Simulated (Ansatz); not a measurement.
Input file for Ansatz (a program for electronic structure): R-r2SCAN/def2-TZVPP on H4P (SMILES [PH4+]), atoms moved off the minimum. Charge +1.

Ansatz 0.2 input:
```yaml
crystal:
  periodic: [false, false, false]
  atoms:
    - {symbol: P, position_ang: [0.08675371, 0.08567927, -0.00733514]}
    - {symbol: H, position_ang: [-0.85858326, -0.97541395, -0.78214418]}
    - {symbol: H, position_ang: [0.28282231, -0.52483989, 1.19492885]}
    - {symbol: H, position_ang: [-0.80914117, 1.13592604, 0.22433851]}
    - {symbol: H, position_ang: [1.27586210, 0.16324624, -0.79099461]}
basis:
  gaussian:
    orbitals: def2-TZVPP
hamiltonian:
  xc: {name: r2SCAN}
total_charge: 1
scf: {lower_state_search: off}
output: {forces: true}
```

The head of its log:

```
WARN ansatz: RAYON_NUM_THREADS=1 ignored (pool sized by the plan → 1); use --threads N
Functional definition: r2SCAN
these checks for a lower state are left out or cut short: stability, starts, cluster_reference, orbital_swaps, neighbouring_geometries, increment
integrals: 0.02 GiB planned
523 factors; their error is unknown
mean field: 0.21 GiB planned
mean field evaluation 1: about -9343.1406 eV, gradient 2.3e1 eV
mean field evaluation 2: about -9343.4090 eV, gradient 2.2e1 eV
```

### Question
What total energy does the run end on?

### Answer
-343.4061 hartree.
